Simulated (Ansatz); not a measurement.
SiCl3(NiPr2) (C₆H₁₄Cl₃NSi). Total charge 0; singlet. Geometry r2SCAN-D4/def2-SVP; atoms count from 1.

```xyz
25

Si   -1.8644   -0.7746    0.9171
Cl   -2.3075   -2.6944    0.2843
Cl   -1.7260   -0.8158    2.9697
Cl   -3.5317    0.3499    0.4335
N    -0.4687   -0.1710    0.1566
C    -0.5656   -0.1105   -1.3227
C    -0.4649    1.3244   -1.8387
C     0.4210   -1.0622   -1.9985
C     0.8083    0.2531    0.7663
C     0.6499    1.4914    1.6494
C     1.5246   -0.8932    1.4815
H    -1.5797   -0.4707   -1.5803
H     0.5233    1.7641   -1.6276
H    -0.6129    1.3526   -2.9296
H    -1.2337    1.9546   -1.3668
H     1.4663   -0.7730   -1.8030
H     0.2703   -2.0901   -1.6355
H     0.2753   -1.0540   -3.0901
H     1.4467    0.5474   -0.0842
H     0.0439    1.2723    2.5416
H     0.1587    2.3042    1.0926
H     1.6345    1.8501    1.9903
H     2.5216   -0.5714    1.8230
H     0.9601   -1.2293    2.3643
H     1.6509   -1.7538    0.8068
```

Single mean-field runs in def2-TZVP are fitted with def2-universal-jkfit.

Estimate the Mulliken populations from the PBE0/def2-TZVP orbitals of Ansatz.


```tsv
atom	charge (e)
Si1	0.56
Cl2	-0.21
Cl3	-0.19
Cl4	-0.21
N5	-0.09
C6	-0.09
C7	-0.35
C8	-0.35
C9	-0.08
C10	-0.35
C11	-0.35
H12	0.10
H13	0.12
H14	0.13
H15	0.14
H16	0.12
H17	0.14
H18	0.13
H19	0.10
H20	0.13
H21	0.13
H22	0.12
H23	0.12
H24	0.13
H25	0.13
```
Mulliken values depend strongly on the basis.

And the Mayer bond orders between heavy atoms (over 0.3)?

Si1–Cl2 1.16 (2.07 Å); Si1–Cl3 1.16 (2.06 Å); Si1–Cl4 1.16 (2.07 Å); Si1–N5 1.29 (1.70 Å); N5–C6 0.89 (1.48 Å); N5–C9 0.85 (1.48 Å); C6–C7 1.01 (1.53 Å); C6–C8 1.01 (1.53 Å); C9–C10 1.00 (1.53 Å); C9–C11 1.00 (1.53 Å).
